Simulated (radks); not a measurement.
All-electron atom: Zr2.75+ in [Kr] 4d(up 1, down 0.25) (fractional occupations, a model configuration). Calculated with a radial shooting solver on a logarithmic mesh with Libxc functionals: scalar-relativistic Kohn-Sham, PBE, spin-polarised, spherical densities, point nucleus.

Radial electron density D(r) = 4 pi r^2 rho(r):

```
   r/bohr * D(r) (the largest magnitude, 61.4, reaches the edge; | marks zero)
  0.00189 | *
 0.002481 |  *
 0.003256 |    *
  0.00424 |       *
 0.005566 |           *
 0.007306 |                *
 0.009589 |                       *
  0.01259 |                               *
  0.01652 |                                      *
  0.02169 |                                           *
  0.02846 |                                            *
  0.03706 |                                         *
  0.04865 |                                     *
  0.06386 |                                       *
  0.08382 |                                               *
     0.11 |                                                      *
   0.1444 |                                                 *
   0.1895 |                                     *
   0.2488 |                                *
    0.324 |                                       *
   0.4252 |                                      *
   0.5582 |                       *
   0.7326 |          *
   0.9616 |       *
    1.262 |       *
    1.657 |   *
    2.175 | *
    2.832 *
    3.717 *
    4.879 *
    6.404 *
```

D(r) has 3 maxima, at r = 0.0261, 0.115, 0.368 bohr, and minima at 0.0527, 0.235 bohr, inside which lie 2.04, 11.07 electrons.
